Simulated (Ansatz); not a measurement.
Species: AgCl, charge 0, singlet. AgCl (SMILES [Cl][Ag]).
B3LYP-D3(BJ)/def2-TZVP minimum from Ansatz (a quantum-chemistry and plane-wave program):
```xyz
2

Ag     0.0000     0.0000    -0.6130
Cl     0.0000     0.0000     1.6948
```

Total energies in def2-TZVPP, 18 correlated electrons, 9 frozen orbitals. Open shells are spin-unrestricted; no spin-orbit coupling. Cores are frozen in correlated methods (noble-gas shells, and filled d and f shells in the p block). Past Kr the def2 sets carry scalar-relativistic core potentials.

```csv
method,program,energy (Eh),minus CCSDT(Q) (mEh)
HF,Ansatz,-605.67317,589.78
MP2,Ansatz,-606.25427,8.68
CCSD,Ansatz,-606.24070,22.26
CCSD(T),Ansatz,-606.26272,0.24
CCSDT(Q),Ansatz,-606.26295,0.00
```

Rough core times of Ansatz's runs on a shared machine: CCSD(T) under 20 s, CCSDT(Q) 10 min.
